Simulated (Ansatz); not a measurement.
Consider the ligand exchange at the Si–O bond: `C[SiH2]O[SiH2]F` + `[SH][SbH2]` → `C[SiH2][S][SbH2]` + `O[SiH2]F`.

Isolated molecules relaxed with PBE0-D4/def2-TZVP in Ansatz; ΔE leaves out vibrations. CCSD(T)/CBS adds triple-zeta CCSD(T) − MP2 to the extrapolated MP2 energy (def2 sets, frozen cores). DFT in def2-TZVPP. B3LYP here is the variant with VWN-RPA as its local correlation; programs differ in this. Elements past krypton have def2 core potentials. For Sb outer-core shells are correlated without core-valence functions, which leaves a few kJ/mol of doubt a bond. One conformer a species, not always the lowest.

```
           species  B3LYP energy (Eh)
 `C[SiH2]O[SiH2]F`         -796.70493
      `[SH][SbH2]`         -640.37218
`C[SiH2][S][SbH2]`         -970.46497
        `O[SiH2]F`         -466.59138
```

(1) Work out ΔE.

Largest T1 diagnostic among the species: 0.013.

Answers

(1) ΔE = (-970.46497) + (-466.59138) − (-796.70493) − (-640.37218) = 0.02076 Eh = +54.5 kJ/mol. CCSD(T)/CBS gives +43.6 kJ/mol.

From PBE to PBE0 (25 % exact exchange), in def2-TZVPP and without D4, ΔE moves by +4.1 kJ/mol. The D4 term adds −4.7 kJ/mol with B3LYP and −2.2 kJ/mol with PBE0; it sums over pairs of atoms, weighted by their polarisabilities, and B3LYP, whose exchange is more repulsive, gets the larger term.
